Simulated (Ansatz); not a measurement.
`CC1(Cl)O[SiH2]1` and `ClC1O[SiH2]1` differ in one atom or group.

Ansatz, PBE0-D4/def2-TZVP geometries, multiplicity 1. 

```tsv
property	`CC1(Cl)O[SiH2]1`
HOMO–LUMO gap (PBE/def2-TZVPP) / eV	4.37
HOMO energy (PBE0/def2-TZVPP) / eV	-7.38
size of the dipole moment (PBE/def2-TZVPP) / D	2.42
size of the dipole moment (ωB97M-V/def2-TZVPP) / D	2.73
size of the dipole moment (B3LYP/def2-TZVPP) / D	2.68
zero-point energy (PBE0-D4/def2-TZVP) / kJ/mol	172.8
```

Task: What does the change do to each property? (Best estimate.)

Result: Computed: 
| property | `ClC1O[SiH2]1` | shift |
| --- | --- | --- |
| HOMO–LUMO gap (PBE/def2-TZVPP) / eV | 4.41 | 0.04 |
| HOMO energy (PBE0/def2-TZVPP) / eV | -7.51 | -0.13 |
| size of the dipole moment (PBE/def2-TZVPP) / D | 2.43 | 0.01 |
| size of the dipole moment (ωB97M-V/def2-TZVPP) / D | 2.77 | 0.04 |
| size of the dipole moment (B3LYP/def2-TZVPP) / D | 2.71 | 0.03 |
| zero-point energy (PBE0-D4/def2-TZVP) / kJ/mol | 100.3 | -72.5 |

With PBE0 the HOMO falls by 0.13 eV and the LUMO falls by 0.07 eV, so the gap widens by about 0.06 eV. PBE moves the HOMO by -0.11 eV and ωB97M-V by -0.14 eV. The zero-point energy changes by -72.5 kJ/mol with -9 modes. Dipoles are sizes alone; their direction can turn.

Positive LUMOs are unbound, so they and the gaps depend on the basis.

B3LYP here is the variant with VWN-RPA as its local correlation; programs differ in this.
